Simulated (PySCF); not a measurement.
Species: CuI (singlet state).
SMILES: `[Cu][I]`

The calculation used PBE0-D3(BJ)/def2-SVP geometry optimisation, gas phase, def2 core potentials past Kr in PySCF 2.14.0.

Masses are those of the commonest isotopes; rigid-rotor values at the optimised geometry. 

(1) What are the moment of inertia and the rotational constant?

(2) List the first levels of a rigid rotor in a Σ state.

(3) Where do the first rotational lines fall?

(4) Estimate the classical rotational partition function at 10 K, 25 K and 100 K.

Results:

(1) I = 237.598 u·Å², B = 505379 MHz·u·Å²/I = 2127 MHz (0.0710 cm⁻¹, or 0.102 K as hB/k). For two atoms I = μr² with μ = 42.0686 u and r = 2.3765 Å.

(2) E(J) = BJ(J+1): J = 1: 0.142, J = 2: 0.426, J = 3: 0.851, J = 4: 1.419, J = 5: 2.129, J = 6: 2.980 cm⁻¹.

(3) The dipole is 5.14 D; J+1 ← J lies at 2B(J+1): 1 ← 0 at 4.25 GHz, 2 ← 1 at 8.51 GHz, 3 ← 2 at 12.76 GHz, 4 ← 3 at 17.02 GHz, 5 ← 4 at 21.27 GHz, 6 ← 5 at 25.52 GHz.

(4) Point group C∞v, symmetry number σ = 1; q = kT/(σhB), k/h = 20836.6 MHz/K: 98.0 at 10 K, 245 at 25 K, 980 at 100 K.

Whether it is a minimum is left open (no frequencies). Constants of a rigid frame at the computed geometry: no zero-point averaging, no centrifugal distortion.
